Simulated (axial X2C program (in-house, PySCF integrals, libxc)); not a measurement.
**Curves of NdF from open-shell CI on f3 s2**

Calculated with an in-house all-electron X2C program for linear molecules (integrals from PySCF): two-component X2C with atomic mean-field Coulomb and Gaunt terms, basis Nd dyall-v3z, F dyall-av3z (cores contracted in-house). Orbitals come from Hartree–Fock averaged over the configuration Nd f3 s2; CI then distributes these electrons over the f, s shells of Nd.

Scan along the bond; masses Nd 141.908 u, F 18.998 u. Energies in cm⁻¹ from the lowest point; levels are followed by energy order within each Ω. Lowest level at 2.018 Å: 100% f3 s2.

```json
{"R (Å)": "1.877", "(1)Ω=9/2": "1941", "(1)Ω=5/2": "2670", "(1)Ω=7/2": "2765", "(1)Ω=3/2": "2716", "(1)Ω=1/2": "2865", "(1)Ω=11/2": "3742", "(2)Ω=9/2": "4397"}
{"R (Å)": "1.947", "(1)Ω=9/2": "415", "(1)Ω=5/2": "1073", "(1)Ω=7/2": "1123", "(1)Ω=3/2": "1132", "(1)Ω=1/2": "1267", "(1)Ω=11/2": "2213", "(2)Ω=9/2": "2770"}
{"R (Å)": "2.018", "(1)Ω=9/2": "0", "(1)Ω=5/2": "601", "(1)Ω=7/2": "615", "(1)Ω=3/2": "669", "(1)Ω=1/2": "790", "(1)Ω=11/2": "1795", "(2)Ω=9/2": "2276"}
{"R (Å)": "2.099", "(1)Ω=9/2": "534", "(1)Ω=5/2": "1084", "(1)Ω=7/2": "1065", "(1)Ω=3/2": "1158", "(1)Ω=1/2": "1265", "(1)Ω=11/2": "2326", "(2)Ω=9/2": "2741"}
{"R (Å)": "2.179", "(1)Ω=9/2": "1801", "(1)Ω=5/2": "2309", "(1)Ω=7/2": "2268", "(1)Ω=3/2": "2387", "(1)Ω=1/2": "2483", "(1)Ω=11/2": "3592", "(2)Ω=9/2": "3956"}
{"R (Å)": "2.270", "(1)Ω=9/2": "3836", "(1)Ω=5/2": "4305", "(1)Ω=7/2": "4245", "(1)Ω=3/2": "4384", "(1)Ω=1/2": "4469", "(1)Ω=11/2": "5625", "(2)Ω=9/2": "5945"}
{"R (Å)": "2.381", "(1)Ω=9/2": "6822", "(1)Ω=5/2": "7250", "(1)Ω=7/2": "7175", "(1)Ω=3/2": "7330", "(1)Ω=1/2": "7403", "(1)Ω=11/2": "8609", "(2)Ω=9/2": "8888"}
```

Problem. Fit the curves (1)Ω=9/2, (1)Ω=5/2, (1)Ω=7/2, (1)Ω=3/2, (1)Ω=1/2, (1)Ω=11/2, (2)Ω=9/2 near their minima.

Solution. From the open-shell CI curves, Te from the lowest:

| level | Te (cm⁻¹) | Re (Å) | ωe (cm⁻¹) |
| --- | --- | --- | --- |
| (1)Ω=9/2 | 0 | 2.014 | 580.7 |
| (1)Ω=5/2 | 603 | 2.018 | 578.9 |
| (1)Ω=7/2 | 615 | 2.021 | 578.2 |
| (1)Ω=3/2 | 671 | 2.018 | 578.6 |
| (1)Ω=1/2 | 791 | 2.019 | 577.8 |
| (1)Ω=11/2 | 1795 | 2.014 | 580.6 |
| (2)Ω=9/2 | 2277 | 2.020 | 579.1 |

Without dynamic correlation distances can be off by several hundredths of an Å (long for ionic bonds, short for multiple bonds) and the wavenumbers are rough.

The 7 lowest curves are shown; the next is (2)Ω=7/2, from 2380 cm⁻¹.

Dynamic correlation is missing, so gaps between terms are too wide and other configurations may lie lower; the lowest level listed is that of this model, not necessarily the ground state. At most 4 roots were kept for each Ω > 0 (twice that for Ω = 0) within 2.2 eV of the lowest, so higher up levels can be missing between those listed; levels with Ω > 0 are doubly degenerate and listed once, Ω = 0 levels singly.
